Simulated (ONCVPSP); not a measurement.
## gold: excitation energies, all-electron against ONCV

* Element: Au
* Generator: ONCVPSP 4.0.1
* Type: optimised norm-conserving Vanderbilt (ONCV)
* Functional: BLYP
* Relativity: scalar-relativistic
* Frozen core: [Kr] 4d10
* Valence charge: 33
* Reference configuration: 4f14 5s2 5p6 5d10 6s0.75 (charge +0.25)
* Partial waves: 5s+6s: rc 1.70 bohr, ncon 4, nbas 9, qcut 6.5 1/bohr, 2 projectors; 5p: rc 1.80 bohr, ncon 4, nbas 7, qcut 8.4 1/bohr, 3 projectors, debl 1.5 Ha; 5d: rc 1.55 bohr, ncon 5, nbas 8, qcut 5.9 1/bohr, 3 projectors, debl 2.1 Ha; 4f: rc 0.70 bohr, ncon 4, nbas 8, qcut 28.8 1/bohr, 2 projectors, debl 1.2 Ha
* Local potential: polynomial inside 0.50 bohr (lpopt 5, dvloc0 0 Ha)
* Core correction: Teter function, fcfact 4.75, rcfact 1.1

In the p channel the program set the typed energies aside and used -2.268, 0.250, 1.750 Ha. In the f channel the program set the typed energies aside and used -3.051, 0.250 Ha.

Energies are relative to the spin-unpolarised reference configuration 4f14 5s2 5p6 5d10 6s0.75; without spin polarisation the order of configurations can differ from experiment.

| valence configuration | charge | ΔE all-electron (eV) | error AE − PS (meV) |
| --- | --- | --- | --- |
| 4f14 5s2 5p6 5d10 6s0 | +1 | 7.801 | -4.4 |
| 4f14 5s2 5p6 5d9 6s0 | +2 | 28.914 | -6.5 |
| 4f14 5s2 5p6 5d7 6s0 | +4 | 110.240 | -18 |

What are ΔE and the potential's error for 4f14 5s2 5p6 5d10 6s1?

ΔE = -1.666 eV all-electron; the error (AE − PS) is +0.6 meV.

Note: ghosts flagged at negative energy: s at -1118.0 eV, p at -391.7 eV; GHOST(+) flagged for s at 90.2 eV, d at 183.7 eV. A true bound ghost makes a file unfit for plane-wave use.
